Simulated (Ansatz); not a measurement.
Consider the formal exchange of groups at the Si–B bond: `B[SiH2]Cl` + `NC(F)S` → `NC(S)[SiH2]Cl` + `BF`.

Program: Ansatz. Geometries: PBE0-D4/def2-TZVP. ΔE: electronic, gas phase. CCSD(T)/CBS adds triple-zeta CCSD(T) − MP2 to the extrapolated MP2 energy (def2 sets, frozen cores). This one scheme is used for every species. Functionals use def2-TZVPP. Each species was taken in one conformer, which may not be the lowest.

```tsv
level	ΔE (kJ/mol)	difference from CCSD(T)/CBS
CAM-B3LYP-D4	-208.3	8.6
PBE	-193.3	23.6
revPBE	-188.7	28.2
PBE0	-197.2	19.7
r2SCAN0	-205.1	11.8
RPA@PBE/def2-TZVPP	-210.7	6.2
HF/def2-TZVPP	-198.7	18.2
CCSD/def2-TZVPP	-211.7	5.2
MP2/def2-QZVPP	-232.8	-15.9
HF/CBS(def2)	-199.9	17.0
CCSD(T)/CBS	-216.9	0
```

(1) What do rigid-rotor, harmonic-oscillator terms from PBE0-D4/def2-TZVP frequencies (298.15 K, 1 bar) make of the CCSD(T)/CBS value? (Estimate.)

Largest T1 diagnostic among the species: 0.013.

Results:

(1) Computed: ΔZPE = +2.4 kJ/mol, ΔH = -213.8 kJ/mol, ΔS = -15 J/(mol·K), ΔG = -209.5 kJ/mol. Modes under 50 cm⁻¹ make the entropy rough.

The D4 term adds −10.3 kJ/mol with B3LYP and −5.8 kJ/mol with PBE0; it sums over pairs of atoms, weighted by their polarisabilities, and B3LYP, whose exchange is more repulsive, gets the larger term. From r2SCAN to r2SCAN0 (25 % exact exchange), in def2-TZVPP and without D4, ΔE moves by −3.3 kJ/mol.

B3LYP here is the variant with VWN-RPA as its local correlation; programs differ in this.
